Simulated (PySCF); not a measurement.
Field gradients from PBE0/pcSseg-1 densities (PySCF, non-relativistic) at GFN2-xTB geometries, isolated species, one conformer each; χzz is the principal value of largest magnitude, with Q(14N) = 0.02044 b. GFN2-xTB bond lengths can be off by several hundredths of an ångström, more for odd bonds, and the gradients follow them. With a basis this small, the couplings can be 20 % off.

(1) These 14N couplings (χzz in MHz, η) are listed in rising order: (-5.540, 0.39); (-5.243, 0.37); (-5.037, 0.38); (-4.625, 0.13); (-4.436, 0.70). Assign them to: N8 (pyridine-type nitrogen) in `[cH:1]1[cH:2][n:3]([CH:4]2[CH2:5][CH2:6]2)[cH:7][n:8]1`; N7 (imine nitrogen) in `[H]/[N:7]=[CH:6]\[C@H:5]1[CH:4]=[C:3]([N:2]=[CH2:1])[CH2:8]1`; N4 (pyridine-type nitrogen) in `[CH3:1][O:2][c:3]1[n:4][n:5][c:6]([C:7]([F:8])([F:9])[F:10])[o:11]1`; N4 (pyridine-type nitrogen) in `[CH2:1]=[CH:2][n:3]1[n:4][cH:5][c:6]([C:7]([F:8])([F:9])[F:10])[n:11]1`; N2 (imine nitrogen) in `[CH2:1]=[N:2][CH2:3][C:4]1([C:5]#[N:6])[CH2:7][CH2:8]1`.

Results:

(1) -5.540 MHz, η 0.39: N2 (imine nitrogen) in `[CH2:1]=[N:2][CH2:3][C:4]1([C:5]#[N:6])[CH2:7][CH2:8]1`; -5.243 MHz, η 0.37: N4 (pyridine-type nitrogen) in `[CH2:1]=[CH:2][n:3]1[n:4][cH:5][c:6]([C:7]([F:8])([F:9])[F:10])[n:11]1`; -5.037 MHz, η 0.38: N7 (imine nitrogen) in `[H]/[N:7]=[CH:6]\[C@H:5]1[CH:4]=[C:3]([N:2]=[CH2:1])[CH2:8]1`; -4.625 MHz, η 0.13: N8 (pyridine-type nitrogen) in `[cH:1]1[cH:2][n:3]([CH:4]2[CH2:5][CH2:6]2)[cH:7][n:8]1`; -4.436 MHz, η 0.70: N4 (pyridine-type nitrogen) in `[CH3:1][O:2][c:3]1[n:4][n:5][c:6]([C:7]([F:8])([F:9])[F:10])[o:11]1`.

All sites together:

```
nucleus                                                                                                   site  Vzz (au)     η  χzz (MHz)
    14N                  N8 (pyridine-type nitrogen) in [cH:1]1[cH:2][n:3]([CH:4]2[CH2:5][CH2:6]2)[cH:7][n:8]1    -0.963  0.13     -4.625
    14N                    N7 (imine nitrogen) in [H]/[N:7]=[CH:6]\[C@H:5]1[CH:4]=[C:3]([N:2]=[CH2:1])[CH2:8]1    -1.049  0.38     -5.037
    14N     N4 (pyridine-type nitrogen) in [CH3:1][O:2][c:3]1[n:4][n:5][c:6]([C:7]([F:8])([F:9])[F:10])[o:11]1    -0.924  0.70     -4.436
    14N  N4 (pyridine-type nitrogen) in [CH2:1]=[CH:2][n:3]1[n:4][cH:5][c:6]([C:7]([F:8])([F:9])[F:10])[n:11]1    -1.092  0.37     -5.243
    14N                          N2 (imine nitrogen) in [CH2:1]=[N:2][CH2:3][C:4]1([C:5]#[N:6])[CH2:7][CH2:8]1    -1.153  0.39     -5.540
```
